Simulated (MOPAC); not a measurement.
MOPAC input (PM6):

```
PM6 FORCE THERMO(298,298) PRECISE LET UHF MS=0.5 GEO-OK AUX(PRECISION=9) THREADS=1
C4H9O

C    -1.64007759 1   -0.81999272 1   -0.57646349 1
C    -0.46723544 1   -0.02289381 1   -0.15873585 1
C    -0.48819192 1    1.44762740 1   -0.23566555 1
C     0.73145463 1   -0.74994881 1    0.34117203 1
O     1.81599168 1    0.20174126 1    0.44634301 1
H    -2.58292857 1   -0.32088953 1   -0.30832423 1
H    -1.66507052 1   -1.82135948 1   -0.12926191 1
H    -1.64835341 1   -0.94906522 1   -1.67077000 1
H    -1.01965100 1    1.81106665 1   -1.12404267 1
H     0.53493644 1    1.86426989 1   -0.26235448 1
H    -0.98078509 1    1.87843067 1    0.64944208 1
H     0.54801383 1   -1.17313309 1    1.34977169 1
H     1.03765552 1   -1.55747947 1   -0.35182077 1
H     2.63577040 1   -0.26479855 1    0.69065988 1
```

Output:

```
 *******************************************************************************
 **                                                                           **
 **                              MOPAC v23.2.5                                **
 **                                                                           **
 *******************************************************************************
 ** MOPAC's Digital Object Identifier: https://doi.org/10.5281/zenodo.6511958 **
 **                                                                           **
 ** Please cite the open-source release paper for use of this MOPAC version:  **
 ** J. E. Moussa and J. J. P. Stewart (2026)                                  **
 ** MOPAC: An open-source semiempirical molecular orbital program             **
 ** J. Open Source Softw., 11(119), 8025, https://doi.org/10.21105/joss.08025 **
 *******************************************************************************

                              PM6 CALCULATION RESULTS

 *******************************************************************************
 *  PM6        - The PM6 Hamiltonian to be used
 *  GEO-OK     - OVERRIDE INTERATOMIC DISTANCE AND OTHER SAFETY CHECKS
 *  UHF        - UNRESTRICTED HARTREE-FOCK CALCULATION
 *  MS=        - IN MECI, MAGNETIC COMPONENT OF SPIN =  0.5
 *  LET        - OVERRIDE SOME SAFETY CHECKS
 *  PRECISE    - TIGHTER CRITERIA TO BE USED
 *  FORCE      - FORCE CALCULATION SPECIFIED
 *  AUX        - OUTPUT AUXILIARY INFORMATION
 *  THERMO     - THERMODYNAMIC QUANTITIES TO BE CALCULATED
 *******************************************************************************
PM6 FORCE THERMO(298,298) PRECISE LET UHF MS=0.5 GEO-OK AUX(PRECISION=9) THREADS=1
 C4H9O

   ATOM   CHEMICAL          X               Y               Z
  NUMBER   SYMBOL      (ANGSTROMS)     (ANGSTROMS)     (ANGSTROMS)

     1       C         -1.64007759  *  -0.81999272  *  -0.57646349  *
     2       C         -0.46723544  *  -0.02289381  *  -0.15873585  *
     3       C         -0.48819192  *   1.44762740  *  -0.23566555  *
     4       C          0.73145463  *  -0.74994881  *   0.34117203  *
     5       O          1.81599168  *   0.20174126  *   0.44634301  *
     6       H         -2.58292857  *  -0.32088953  *  -0.30832423  *
     7       H         -1.66507052  *  -1.82135948  *  -0.12926191  *
     8       H         -1.64835341  *  -0.94906522  *  -1.67077000  *
     9       H         -1.01965100  *   1.81106665  *  -1.12404267  *
    10       H          0.53493644  *   1.86426989  *  -0.26235448  *
    11       H         -0.98078509  *   1.87843067  *   0.64944208  *
    12       H          0.54801383  *  -1.17313309  *   1.34977169  *
    13       H          1.03765552  *  -1.55747947  *  -0.35182077  *
    14       H          2.63577040  *  -0.26479855  *   0.69065988  *

          CARTESIAN COORDINATES

    NO.       ATOM           X           Y           Z

     1         C         -1.6401     -0.8200     -0.5765
     2         C         -0.4672     -0.0229     -0.1587
     3         C         -0.4882      1.4476     -0.2357
     4         C          0.7315     -0.7499      0.3412
     5         O          1.8160      0.2017      0.4463
     6         H         -2.5829     -0.3209     -0.3083
     7         H         -1.6651     -1.8214     -0.1293
     8         H         -1.6484     -0.9491     -1.6708
     9         H         -1.0197      1.8111     -1.1240
[...]
 TRAVEL (Ang.)       0.2549         C  3 -- H 10         +11.6% ( 35.0%)     80.4%
 REDUCED MASS        0.3854         C  1 -- H  6          +4.7% ( 22.4%)     98.9%
 EFFECTIVE MASS      1.4495
 FORCE CONSTANT      1.6457

 VIBRATION         33   33A           ATOM PAIR      ENERGY CONTRIBUTION    RADIAL
 FREQUENCY          2695.31         C  1 -- H  7         +52.4% ( 74.5%)     98.9%
 TRANSITION DIPOLE   0.6423         C  1 -- H  6         +34.5% ( 60.5%)     95.6%
 TRAVEL (Ang.)       0.2463         C  3 -- H  9          +4.1% ( 20.9%)     99.1%
 REDUCED MASS        0.4124         C  1 -- H  8          +3.9% ( 20.3%)     50.8%
 EFFECTIVE MASS      1.4595
 FORCE CONSTANT      1.7650

 VIBRATION         34   34A           ATOM PAIR      ENERGY CONTRIBUTION    RADIAL
 FREQUENCY          2705.45         C  4 -- H 13         +54.8% ( 72.8%)     97.5%
 TRANSITION DIPOLE   0.3871         C  4 -- H 12         +43.1% ( 64.6%)     96.0%
 TRAVEL (Ang.)       0.2285         C  1 -- H  6          +0.5% (  6.8%)     98.1%
 REDUCED MASS        0.4772         C  4 -- O  5          +0.5% (  6.7%)     22.4%
 EFFECTIVE MASS      1.2176
 FORCE CONSTANT      2.0577

 VIBRATION         35   35A           ATOM PAIR      ENERGY CONTRIBUTION    RADIAL
 FREQUENCY          2777.91         C  3 -- H  9         +38.7% ( 59.9%)     96.7%
 TRANSITION DIPOLE   0.4773         C  3 -- H 11         +30.3% ( 53.1%)     95.2%
 TRAVEL (Ang.)       0.2823         C  3 -- H 10         +26.2% ( 49.3%)     93.9%
 REDUCED MASS        0.3045         C  1 -- H  7          +1.9% ( 13.4%)     97.2%
 EFFECTIVE MASS      1.1385
 FORCE CONSTANT      1.3846

 VIBRATION         36   36A           ATOM PAIR      ENERGY CONTRIBUTION    RADIAL
 FREQUENCY          2784.26         C  1 -- H  7         +35.6% ( 57.5%)     96.3%
 TRANSITION DIPOLE   0.3744         C  1 -- H  6         +33.5% ( 55.8%)     95.8%
 TRAVEL (Ang.)       0.2832         C  1 -- H  8         +26.0% ( 49.2%)     94.1%
 REDUCED MASS        0.3021         C  3 -- H  9          +1.9% ( 13.3%)     95.7%
 EFFECTIVE MASS      1.1441
 FORCE CONSTANT      1.3796

      SYMMETRY NUMBER FOR POINT-GROUP C1  =  1

          SYSTEM IS A GROUND STATE

 C4H9O

          MOLECULE IS NOT LINEAR

          THERE ARE 36 GENUINE VIBRATIONS IN THIS SYSTEM
          THIS THERMODYNAMICS CALCULATION IS LIMITED TO
          MOLECULES WHICH HAVE NO INTERNAL ROTATIONS

                    CALCULATED THERMODYNAMIC PROPERTIES
                                          *
   TEMP. (K)   PARTITION FUNCTION   H.O.F.    ENTHALPY  HEAT CAPACITY ENTROPY
                                   KCAL/MOL   CAL/MOLE    CAL/K/MOL  CAL/K/MOL

 298.00  VIB.     0.6557D+03                  3230.7383    19.0013    23.7299
         ROT.     0.9861D+05                   888.2803     2.9808    25.8316
         INT.     0.6466D+08                  4119.0186    21.9821    49.5615
         TRA.     0.6044D+27                  1480.4672     4.9680    38.7823
         TOT.                      -43.532    5599.4857    26.9501    88.3438

   *: NOTE: HEATS OF FORMATION ARE RELATIVE TO THE
            ELEMENTS IN THEIR STANDARD STATE AT 298K
              (=  Standard Enthalpy of Formation).

            Hvib:  Zero-point energy is not included.
                   frequencies of less than zero cm-1 are not included.
            Hrot = (3/2)RT
            Htra = (3/2)RT + pV = (5/2)RT

            Heat capacity is Cp, not Cv

          For more information, see: HTTP://OpenMOPAC.net/Manual/thermochemistry.html

           FORCE CONSTANT IN CARTESIAN COORDINATES (Millidynes/A)

    ATOM   CHEMICAL       X               Y               Z
   NUMBER   SYMBOL  FORCE CONSTANT  FORCE CONSTANT  FORCE CONSTANT

      1       C        7.833602        6.411390        5.692031
      2       C        9.433515        9.401709        1.930420
      3       C        6.766458        7.501815        5.693948
      4       C        7.144179        7.623291        5.736798
      5       O        6.105987        3.877926        0.624236
      6       H        1.223567        2.504349        1.617956
      7       H        1.317829        3.117151        0.948551
      8       H        1.130882        0.566439        3.552599
      9       H        1.233773        2.460697        1.652766
     10       H        3.658050        0.770917        0.934678
     11       H        0.563712        1.120845        3.555569
     12       H        0.799935        1.356832        3.212602
     13       H        1.206693        1.952652        2.253987
     14       H        1.836585        2.601294        0.068453

 **********************
 *                    *
 * JOB ENDED NORMALLY *
 *                    *
 **********************

 == MOPAC DONE ==
```
